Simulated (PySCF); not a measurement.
Basis-set dependence of population analyses: `FC(F)[C@@H](F)[SiH2]Cl`

C2H4ClF3Si.
Numbering: `[F:1][CH:2]([F:3])[C@@H:4]([F:5])[SiH2:6][Cl:7]` (hydrogens: H8 on C2; H9 on C4; H10, H11 on Si6)

Structure used (PBE0-D3(BJ)/def2-SVP), in Å, numbered top down from 1:
```xyz
11
C2H4ClF3Si angstrom
F     -1.1852   -0.2848   -1.5317
C     -1.4148   -0.0462   -0.2254
F     -1.7207    1.2625   -0.0909
C     -0.1862   -0.3331    0.6112
F     -0.0615   -1.6948    0.7790
Si     1.4529    0.3639   -0.0917
Cl     2.1243   -0.8493   -1.6118
H     -2.2750   -0.6620    0.0942
H     -0.3661    0.1296    1.5994
H      1.2426    1.7499   -0.5847
H      2.4526    0.3312    1.0086
```

PBE0 throughout (PySCF), one geometry, spherical d and f functions. Geometry: PBE0-D3(BJ)/def2-SVP, one conformer, isolated molecule. The first 7 of 11 kinds of atom are listed.

Mulliken charges (e):

| basis | functions | F1 | C2 | F3 | C4 | F5 | Si6 | Cl7 |
| --- | --- | --- | --- | --- | --- | --- | --- | --- |
| STO-3G | 47 | -0.110 | +0.142 | -0.116 | -0.132 | -0.105 | +0.671 | -0.336 |
| 6-31G | 79 | -0.285 | +0.414 | -0.304 | -0.181 | -0.315 | +0.674 | -0.282 |
| pcSseg-0 | 79 | -0.343 | +0.517 | -0.359 | -0.434 | -0.356 | +0.814 | -0.362 |
| 6-31G* | 114 | -0.298 | +0.481 | -0.315 | -0.064 | -0.327 | +0.493 | -0.250 |
| cc-pVDZ | 126 | -0.187 | +0.378 | -0.202 | +0.001 | -0.226 | +0.381 | -0.209 |
| def2-SVP | 126 | -0.217 | +0.440 | -0.230 | -0.054 | -0.260 | +0.536 | -0.245 |
| aug-cc-pVDZ | 205 | -0.445 | +1.252 | -0.440 | +0.498 | -0.510 | +0.001 | -0.393 |
| 6-311+G(2d,p) | 229 | -0.232 | +0.206 | -0.253 | -0.073 | -0.238 | +0.531 | -0.209 |
| def2-TZVP | 253 | -0.181 | +0.251 | -0.189 | +0.032 | -0.206 | +0.322 | -0.228 |
| cc-pVTZ | 274 | -0.178 | +0.317 | -0.190 | +0.034 | -0.210 | +0.316 | -0.204 |
| IGLO-III | 303 | -0.221 | +0.289 | -0.227 | -0.098 | -0.254 | +0.932 | -0.369 |
| pcSseg-2 | 322 | -0.261 | +0.491 | -0.266 | +0.043 | -0.279 | +0.633 | -0.252 |

IAO charges (e):

| basis | functions | F1 | C2 | F3 | C4 | F5 | Si6 | Cl7 |
| --- | --- | --- | --- | --- | --- | --- | --- | --- |
| STO-3G | 47 | -0.137 | +0.171 | -0.141 | -0.240 | -0.129 | +0.707 | -0.286 |
| 6-31G | 79 | -0.270 | +0.382 | -0.281 | -0.133 | -0.283 | +0.630 | -0.264 |
| pcSseg-0 | 79 | -0.266 | +0.386 | -0.276 | -0.156 | -0.273 | +0.630 | -0.258 |
| 6-31G* | 114 | -0.285 | +0.440 | -0.294 | -0.124 | -0.297 | +0.765 | -0.294 |
| cc-pVDZ | 126 | -0.285 | +0.436 | -0.294 | -0.122 | -0.300 | +0.761 | -0.292 |
| def2-SVP | 126 | -0.286 | +0.439 | -0.295 | -0.125 | -0.301 | +0.775 | -0.285 |
| aug-cc-pVDZ | 205 | -0.293 | +0.441 | -0.304 | -0.119 | -0.313 | +0.767 | -0.296 |
| 6-311+G(2d,p) | 229 | -0.294 | +0.440 | -0.304 | -0.129 | -0.314 | +0.793 | -0.297 |
| def2-TZVP | 253 | -0.295 | +0.448 | -0.305 | -0.129 | -0.314 | +0.806 | -0.299 |
| cc-pVTZ | 274 | -0.294 | +0.447 | -0.303 | -0.127 | -0.311 | +0.793 | -0.299 |
| IGLO-III | 303 | -0.295 | +0.444 | -0.305 | -0.129 | -0.315 | +0.799 | -0.295 |
| pcSseg-2 | 322 | -0.295 | +0.447 | -0.305 | -0.130 | -0.314 | +0.800 | -0.297 |

Hirshfeld charges (e):

| basis | functions | F1 | C2 | F3 | C4 | F5 | Si6 | Cl7 |
| --- | --- | --- | --- | --- | --- | --- | --- | --- |
| STO-3G | 47 | -0.079 | +0.150 | -0.085 | -0.013 | -0.079 | +0.476 | -0.270 |
| 6-31G | 79 | -0.094 | +0.150 | -0.102 | -0.029 | -0.110 | +0.321 | -0.147 |
| pcSseg-0 | 79 | -0.095 | +0.144 | -0.100 | -0.031 | -0.111 | +0.351 | -0.140 |
| 6-31G* | 114 | -0.086 | +0.144 | -0.094 | -0.031 | -0.100 | +0.317 | -0.136 |
| cc-pVDZ | 126 | -0.081 | +0.131 | -0.086 | -0.045 | -0.091 | +0.326 | -0.119 |
| def2-SVP | 126 | -0.088 | +0.137 | -0.092 | -0.043 | -0.101 | +0.330 | -0.106 |
| aug-cc-pVDZ | 205 | -0.091 | +0.130 | -0.093 | -0.053 | -0.103 | +0.335 | -0.113 |
| 6-311+G(2d,p) | 229 | -0.093 | +0.133 | -0.096 | -0.050 | -0.106 | +0.335 | -0.111 |
| def2-TZVP | 253 | -0.091 | +0.132 | -0.093 | -0.050 | -0.102 | +0.330 | -0.108 |
| cc-pVTZ | 274 | -0.087 | +0.131 | -0.090 | -0.049 | -0.098 | +0.327 | -0.114 |
| IGLO-III | 303 | -0.095 | +0.129 | -0.095 | -0.051 | -0.106 | +0.328 | -0.097 |
| pcSseg-2 | 322 | -0.092 | +0.131 | -0.093 | -0.052 | -0.104 | +0.337 | -0.112 |

ESP-fitted charges (e):

```
        basis  functions      F1      C2      F3      C4      F5     Si6     Cl7
       STO-3G         47  -0.120  +0.274  -0.144  -0.117  -0.090  +0.558  -0.310
        6-31G         79  -0.239  +0.487  -0.277  -0.030  -0.227  +0.444  -0.254
     pcSseg-0         79  -0.264  +0.574  -0.302  -0.095  -0.230  +0.561  -0.271
       6-31G*        114  -0.143  +0.213  -0.170  +0.007  -0.170  +0.225  -0.157
      cc-pVDZ        126  -0.163  +0.257  -0.191  +0.078  -0.196  +0.153  -0.121
     def2-SVP        126  -0.176  +0.294  -0.205  +0.052  -0.205  +0.206  -0.121
  aug-cc-pVDZ        205  -0.157  +0.219  -0.192  +0.065  -0.204  +0.136  -0.108
6-311+G(2d,p)        229  -0.158  +0.204  -0.194  +0.091  -0.215  +0.109  -0.097
    def2-TZVP        253  -0.152  +0.199  -0.184  +0.068  -0.201  +0.134  -0.097
      cc-pVTZ        274  -0.148  +0.192  -0.179  +0.058  -0.193  +0.152  -0.106
     IGLO-III        303  -0.143  +0.159  -0.175  +0.069  -0.200  +0.066  -0.072
     pcSseg-2        322  -0.170  +0.255  -0.205  +0.048  -0.211  +0.208  -0.124
```

Task: Which scheme is steadiest as the basis changes?

Result: Largest range over the bases for any column: Hirshfeld 0.17 e, IAO 0.28 e, ESP-fitted 0.50 e, Mulliken 1.11 e. Hirshfeld charges move least and Mulliken charges most, counted in e. Without the minimal STO-3G basis the ranges are Hirshfeld 0.05, IAO 0.18, ESP-fitted 0.50, Mulliken 1.05 e.

Task: How much do the charges still move between the two largest bases, IGLO-III and pcSseg-2?

Result: At most, over all atoms: Mulliken 0.299 e, IAO 0.003 e, Hirshfeld 0.015 e, ESP-fitted 0.142 e.

Task: What do the same runs give for the total energy, the frontier levels and the dipole moment?

Result: 
| basis | energy (Eh) | HOMO (eV) | LUMO (eV) | μ (D) |
| --- | --- | --- | --- | --- |
| STO-3G | -1113.6378 | -5.02 | 4.22 | 3.05 |
| 6-31G | -1127.0278 | -8.81 | -0.36 | 3.49 |
| pcSseg-0 | -1125.4600 | -8.95 | -0.31 | 3.43 |
| 6-31G* | -1127.1744 | -8.63 | -0.07 | 2.63 |
| cc-pVDZ | -1127.2433 | -8.65 | 0.06 | 2.37 |
| def2-SVP | -1126.7003 | -8.70 | 0.15 | 2.30 |
| aug-cc-pVDZ | -1127.2827 | -8.84 | -0.51 | 2.36 |
| 6-311+G(2d,p) | -1127.3729 | -8.88 | -0.53 | 2.34 |
| def2-TZVP | -1127.4151 | -8.82 | -0.22 | 2.23 |
| cc-pVTZ | -1127.4027 | -8.78 | -0.16 | 2.26 |
| IGLO-III | -1127.4141 | -8.80 | -0.17 | 2.14 |
| pcSseg-2 | -1127.4266 | -8.89 | -0.34 | 2.41 |

The dipole is fixed by the density alone, so its range of 1.35 D shows that the density itself changes with the basis, not only its division among atoms.
